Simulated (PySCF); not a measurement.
This PySCF input asks for the NMR shieldings of `[SiH2]1[C@@H](OCC)C1`, C4H10OSi; the geometry comes from GFN2-xTB.

```python
import basis_set_exchange as bse
import numpy as np
from pyscf import gto, dft
from pyscf.prop import nmr

atoms = """
C     2.538787   -0.418614    0.500435
C     1.353003    0.083359   -0.306863
O     0.210760   -0.658770    0.047342
C    -0.951379   -0.216683   -0.591412
C    -2.245099   -0.645422    0.091059
Si   -1.939924    1.211077    0.177425
H     2.339346   -0.299905    1.561914
H     3.432033    0.141434    0.237643
H     2.704039   -1.472980    0.296607
H     1.171316    1.153851   -0.107445
H     1.549892   -0.024713   -1.386103
H    -0.907868   -0.346042   -1.674905
H    -2.094427   -1.247760    0.975263
H    -3.003141   -1.060892   -0.557637
H    -2.704081    2.066500   -0.710843
H    -1.460856    1.744505    1.436109
"""
names = dict.fromkeys(["C", "O", "Si", "H"], "pcSseg-1")
basis = {el: gto.basis.parse(bse.get_basis(n, elements=[el], fmt="nwchem")) for el, n in names.items()}
mol = gto.M(atom=atoms, basis=basis, charge=0, verbose=0)
mf = dft.RKS(mol, xc="PBE0")
mf.grids.level = 2
mf.grids.alignment = dft.numint.BLKSIZE   # the property module wants whole blocks of grid points
mf.conv_tol = 1e-9
mf.kernel()

calc = nmr.RKS(mf)   # GIAO
C = mf.mo_coeff
Co = C[:, mf.mo_occ > 0]
resp = mf.gen_response(singlet=True, hermi=2)
def vind(x):   # induced exchange potential for any number of trial vectors
    d = np.einsum("pi,xij,qj->xpq", C, 2 * x.reshape(-1, C.shape[1], Co.shape[1]), Co, optimize=True)
    return np.einsum("xpq,pi,qj->xij", resp(d - d.transpose(0, 2, 1)), C, Co, optimize=True).ravel()
mo1, _ = nmr.rhf.solve_mo1(calc, with_cphf=vind)
sigma = calc.kernel(mo1)
for i, s in enumerate(sigma):   # ppm
    w = np.linalg.eigvalsh((s + s.T) / 2)
    print("%2d %-2s iso %8.1f  s11 %8.1f  s22 %8.1f  s33 %8.1f" % (i, mol.atom_pure_symbol(i), w.mean(), *w))
```

Question: What are the results?

Answer: 
```
 0 C  iso    169.0  s11    153.4  s22    167.3  s33    186.4
 1 C  iso    112.9  s11     76.6  s22     96.1  s33    165.9
 2 O  iso    275.3  s11    224.3  s22    286.1  s33    315.5
 3 C  iso    124.0  s11     66.2  s22    101.3  s33    204.6
 4 C  iso    183.8  s11    153.8  s22    187.1  s33    210.4
 5 Si iso    504.1  s11    402.6  s22    412.7  s33    697.0
 6 H  iso     30.5  s11     26.4  s22     29.2  s33     35.8
 7 H  iso     30.8  s11     26.8  s22     27.8  s33     37.7
 8 H  iso     30.3  s11     26.2  s22     28.5  s33     36.2
 9 H  iso     28.3  s11     24.6  s22     29.3  s33     31.1
10 H  iso     27.9  s11     23.9  s22     27.4  s33     32.5
11 H  iso     27.8  s11     22.9  s22     27.0  s33     33.5
12 H  iso     30.7  s11     25.9  s22     27.7  s33     38.5
13 H  iso     30.7  s11     25.4  s22     26.1  s33     40.7
14 H  iso     29.3  s11     24.1  s22     26.0  s33     37.7
15 H  iso     29.2  s11     24.3  s22     27.4  s33     35.9
```

These numbers come from an equivalent density-fitted implementation of the same equations, which agrees with the script to about 0.01 ppm for H and up to a few tenths of a ppm for heavy atoms, so last digits may differ.

Question: Turn these shieldings into chemical shifts. δ = σ(ref) − σ, references computed at the same level: ¹³C (σref 186.93), ²⁹Si (σref 349.16), ¹H (σref 31.72) against TMS; ¹⁷O (σref 336.08) against H2O.

Answer: Averaging equivalent atoms: C 1: 74.1; C 3: 62.9; C 0: 17.9; C 4: 3.2; O 2: 60.8; Si 5: -154.9; H 11: 3.95; H 10: 3.77; H 9: 3.41; H 15: 2.51; H 14: 2.45; H 6/7/8: 1.21; H 12: 1.03; H 13: 1.00 ppm. Experimental scales use liquid or dissolved standards, which lie at an offset from isolated H2O (liquid H2O: subtract about 36 ppm).

Size and cost of the density-fitted run: 159 basis functions, 36 s wall time on 1 thread of an Arm Neoverse N1, shared host; peak memory 0.73 GiB.
